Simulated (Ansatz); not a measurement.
Species: C₃H₈BS, charge 0, multiplicity 2. It need not be the lowest isomer of its formula. 
Structure (B3LYP-D3(BJ)/def2-TZVP (Ansatz, an electronic-structure program) minimum search):
```xyz
13

C      1.9351    -0.8214    -0.1818
S      0.9797     0.5408     0.1978
B     -0.7592     0.0786    -0.0025
C     -1.1861    -1.3612    -0.4535
C     -1.7945     1.2149     0.3059
H      1.5003    -1.7613    -0.4816
H      3.0063    -0.7143    -0.1122
H     -0.8176    -2.1218     0.2426
H     -0.7596    -1.6152    -1.4294
H     -2.2695    -1.4704    -0.5241
H     -2.4808     0.8845     1.0939
H     -1.3624     2.1690     0.6099
H     -2.4230     1.3900    -0.5747
```
Charge 0, spin multiplicity 2.

Total electronic energies in hartree. Correlated levels leave the core frozen unless marked. UHF or UKS for open shells. No spin-orbit coupling. Non-relativistic unless marked X2C. CBS marks a two-point X^-3 extrapolation of the correlation energy; Hartree-Fock from the larger set. The bracket is a focal-point correction in the basis named.

| level | program | energy (Eh) |
|---|---|---|
| HF/STO-3G | Ansatz | -534.42904 |
| HF/cc-pV(D+d)Z | Ansatz | -540.49142 |
| HF/cc-pwCVTZ | Ansatz | -540.54779 |
| RI-HF/cc-pV(Q+d)Z | Ansatz | -540.55876 |
| PBE/def2-TZVPD | Ansatz | -541.84284 |
| PBE-D3(BJ)/def2-TZVPD | Ansatz + dftd3 | -541.85343 |
| BLYP/def2-TZVPD | Ansatz | -542.13870 |
| B97M-V/def2-TZVPD | Ansatz | -542.14430 |
| B3LYP-D3(BJ)/def2-TZVPD | Ansatz + dftd3 | -542.27718 |
| PBE0-D3(BJ)/def2-TZVP | Ansatz + dftd3 | -541.91380 |
| PBE0-D4/def2-TZVP | Ansatz + dftd4 | -541.91312 |
| CAM-B3LYP/def2-TZVPD | Ansatz | -542.14693 |
| B2GP-PLYP-D3(BJ)/def2-TZVPD | Ansatz + dftd3 | -541.88061 |
| B2GP-PLYP/def2-TZVPD | Ansatz | -541.87376 |
| SCS-MP2/cc-pwCVTZ | Ansatz | -541.33989 |
| CCSD/STO-3G | Ansatz | -534.69852 |
| CCSD/6-31G | Ansatz | -540.78063 |
| CCSD(T)/6-31G | Ansatz | -540.79106 |
| CCSD(T)/6-31G* | Ansatz | -541.10925 |
| CCSD(T)/cc-pVTZ | Ansatz | -541.41886 |
| X2C-CCSD(T)/cc-pVTZ-DK | Ansatz | -542.55011 |
| RI-MP2/CBS(cc-pV(T+d)Z,cc-pV(Q+d)Z)+[CCSD(T)-MP2]/cc-pV(D+d)Z | Ansatz | -541.5207 |
| CCSD(T)/CBS(cc-pV(T+d)Z,cc-pV(Q+d)Z) | Ansatz | -541.5170 |

Totals of different functionals don't rank their quality; only differences between species are comparable.
